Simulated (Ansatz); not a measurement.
Calculated with Ansatz (gas phase, PBE0-D4/def2-TZVP geometries, no zero-point term in ΔE). CBS: MP2 limit from def2 TZ/QZ plus the TZ coupled-cluster correction, frozen cores. DFT in def2-TZVPP. B3LYP here is the variant with VWN-RPA as its local correlation; programs differ in this. One conformer a species, not always the lowest.

Consider the formal exchange of groups at the Al–O bond: `[OH][Al]([F])[SH]` + `N=CCS` → `N=[CH][Al]([F])[SH]` + `OCS`.

CCSD(T)/CBS gives +210.2 kJ/mol.

(1) Another level gave +210.6 kJ/mol. Which?
A. r2SCANh-D4/def2-TZVPP
B. BLYP/def2-TZVPP
C. revPBE/def2-TZVPP
D. B3LYP-D4/def2-TZVPP

(2) What do rigid-rotor, harmonic-oscillator terms from PBE0-D4/def2-TZVP frequencies (298.15 K, 1 bar) make of the CCSD(T)/CBS value? (Estimate.)

Largest T1 diagnostic among the species: 0.013.

Answers

(1) A. r2SCANh-D4 210.6, BLYP 198.3, B3LYP-D4 204.5, revPBE 193.0 kJ/mol.

(2) Ansatz gave: ΔZPE = -0.7 kJ/mol, ΔH = +209.8 kJ/mol, ΔS = 2 J/(mol·K), ΔG = +209.1 kJ/mol.

Leaving LDA and LC-ωPBE aside and taking each functional with its dispersion term where it has one, the values, not all of them listed here, spread over 17.6 kJ/mol, from PBE-D4 to r2SCAN0-D4. LDA lies +3.5 kJ/mol from PBE without D4. From PBE to PBE0 (25 % exact exchange), in def2-TZVPP and without D4, ΔE moves by +6.9 kJ/mol. At CCSD(T), def2-SVP lies −12.8 kJ/mol from the extrapolated value and def2-TZVPP −1.5 kJ/mol.
